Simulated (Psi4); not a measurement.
Pair of molecules: CO (SMILES [C-]#[O+]) (first 2 atoms) with H2Se (SMILES [SeH2]); geometry from B3LYP-D3(BJ)/def2-TZVP, rigid monomers moved along the line of their centres of mass till C1···Se3 is 4.27 Å.
(charge 0, multiplicity 1):
```xyz
5

C      0.639     0.124     0.211
O     -0.329     0.257    -0.346
Se    -0.106    -0.407     4.385
H      0.911     0.622     4.123
H      0.772    -1.453     3.840
```

These are SAPT0/aug-cc-pVDZ in Psi4 1.11 values and carry that method's errors.

Q: Give the four SAPT terms and the total, and say what mostly holds the pair together.

A: electrostatics -0.33, exchange 0.37, induction -0.06, dispersion -0.52, total -0.53 kcal/mol; the largest attraction is dispersion.
